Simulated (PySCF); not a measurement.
CH₆B₂S.
Z-matrix (Å and degrees, PBE0-D3(BJ)/def2-SVP geometry), rows numbered from 1:
```
B 
B   1  1.6640
S   2  1.7670  1  125.63
C   3  1.8196  2  105.45  1    -0.14
H   1  1.2126  2  121.90  3   -90.10
H   1  1.2125  2  122.06  3    90.26
H   2  1.2122  1  122.12  3   179.93
H   4  1.0986  3  110.74  2    61.37
H   4  1.0980  3  107.70  2  -179.75
H   4  1.0986  3  110.74  2   -60.87
```

Level of theory: PySCF 2.14.0, PBE0-D3(BJ)/def2-SVP geometry optimisation, gas phase.

Take the most abundant isotopes and a rigid rotor. The values belong to one conformer with, in the numbering `[BH2:1][BH:2][S:3][CH3:4]`, B1–B2–S3–C4 0°.

Question: Give the principal moments of inertia and the rotational constants in MHz.

Answer: Ia = 54.27, Ib = 115.50, Ic = 162.24 u·Å²; 505379 MHz·u·Å²/I gives A = 9313, B = 4376, C = 3115 MHz.

Question: What kind of rotor is it?

Answer: An asymmetric top; Ray's κ = -0.593.

Question: What does the inertial defect say?

Answer: Not planar: Δ = Ic − Ia − Ib = -7.53 u·Å². For a rigid frame Δ = −2 Σ m c², so Σ m c² = 3.76 u·Å² lies off the ab plane, practically all of it from hydrogen. The atom farthest from that plane is 1.03 Å away.

Question: Give the coordinates in the principal-axis frame, origin at the centre of mass.

Answer: The sense of each axis is arbitrary; atoms in the order of the calculation.
```tsv
atom	mass (u)	a (Å)	b (Å)	c (Å)
B1	11.009	-2.088	-0.562	0.000
B2	11.009	-1.013	0.708	0.001
S3	31.972	0.749	0.565	0.000
C4	12.000	1.090	-1.222	0.000
H5	1.008	-2.504	-1.048	-1.030
H6	1.008	-2.507	-1.052	1.027
H7	1.008	-1.380	1.863	0.002
H8	1.008	0.679	-1.697	-0.901
H9	1.008	2.180	-1.353	0.004
H10	1.008	0.673	-1.697	0.899
```

Question: Where do the levels up to J = 4 lie, in K?

Answer: Above 0(0,0), as E/k:
J = 1: 1(0,1) 0.359, 1(1,1) 0.596, 1(1,0) 0.657
J = 2: 2(0,2) 1.068, 2(1,2) 1.255, 2(1,1) 1.436, 2(2,1) 2.147, 2(2,0) 2.157
J = 3: 3(0,3) 2.108, 3(1,3) 2.237, 3(1,2) 2.599, 3(2,2) 3.226, 3(2,1) 3.275, 3(3,1) 4.568, 3(3,0) 4.569
J = 4: 4(0,4) 3.458, 4(1,4) 3.536, 4(1,3) 4.134, 4(2,3) 4.656, 4(2,2) 4.793, 4(3,2) 6.023, 4(3,1) 6.031, 4(4,1) 7.878, 4(4,0) 7.878
Those of J = 1 are B + C, A + C and A + B.

Question: Predict some low-J microwave lines.

Answer: The dipole components are |μa| = 0.50 D, |μb| = 1.46 D, |μc| = 0.00 D; the mirror of this Cs structure is the ab plane, so μc vanishes by symmetry and there are no c-type lines. The squared components, which scale the intensities, stand as 0.12 : 1.00 (a : b). Some lines, for components of 0.1 D or more:

| type | branch | J(Ka,Kc) | MHz | lower level (cm⁻¹) |
| --- | --- | --- | --- | --- |
| a | Q | 3(2,1) ← 3(2,2) | 1023 | 2.242 |
| a | Q | 1(1,0) ← 1(1,1) | 1261 | 0.415 |
| a | R | 1(0,1) ← 0(0,0) | 7491 | 0.000 |
| a | Q | 3(1,2) ← 3(1,3) | 7541 | 1.555 |
| b | Q | 2(1,1) ← 2(0,2) | 7670 | 0.742 |
| b | R | 3(1,2) ← 2(2,1) | 9405 | 1.492 |
| b | R | 2(0,2) ← 1(1,1) | 9832 | 0.415 |
| b | Q | 3(1,2) ← 3(0,3) | 10227 | 1.465 |
| b | R | 1(1,1) ← 0(0,0) | 12428 | 0.000 |
| a | R | 2(1,2) ← 1(1,1) | 13720 | 0.415 |
| a | R | 2(0,2) ← 1(0,1) | 14769 | 0.250 |
| b | Q | 2(2,0) ← 2(1,1) | 15023 | 0.998 |
| a | R | 2(1,1) ← 1(1,0) | 16242 | 0.457 |
| b | R | 3(0,3) ← 2(1,2) | 17772 | 0.872 |
| b | R | 2(1,2) ← 1(0,1) | 18658 | 0.250 |
| a | R | 3(1,3) ← 2(1,2) | 20458 | 0.872 |
| b | Q | 3(2,2) ← 3(1,3) | 20607 | 1.555 |
| a | R | 3(2,2) ← 2(2,1) | 22472 | 1.492 |
| a | R | 3(1,2) ← 2(1,1) | 24217 | 0.998 |
| b | R | 3(1,3) ← 2(0,2) | 24346 | 0.742 |
| b | Q | 3(3,0) ← 3(2,1) | 26959 | 2.276 |
| b | Q | 3(3,1) ← 3(2,2) | 27960 | 2.242 |
| b | R | 2(2,1) ← 1(1,0) | 31053 | 0.457 |
| b | R | 2(2,0) ← 1(1,1) | 32526 | 0.415 |
| b | R | 3(2,2) ← 2(1,1) | 37283 | 0.998 |
| b | R | 3(2,1) ← 2(1,2) | 42088 | 0.872 |
| b | R | 3(3,1) ← 2(2,0) | 50220 | 1.499 |
| b | R | 3(3,0) ← 2(2,1) | 50454 | 1.492 |

No frequency check. These are rigid-rotor constants of the computed structure; measured ground-state constants (B0) also hold zero-point vibration. A rigid rotor knows nothing of internal rotation, which can split or shift real lines. Quadrupole hyperfine structure (11B) is left out.

Time: 10 s wall. Hardware: an Arm Neoverse V2 with one thread, shared host. That covers the optimisation of the geometry.
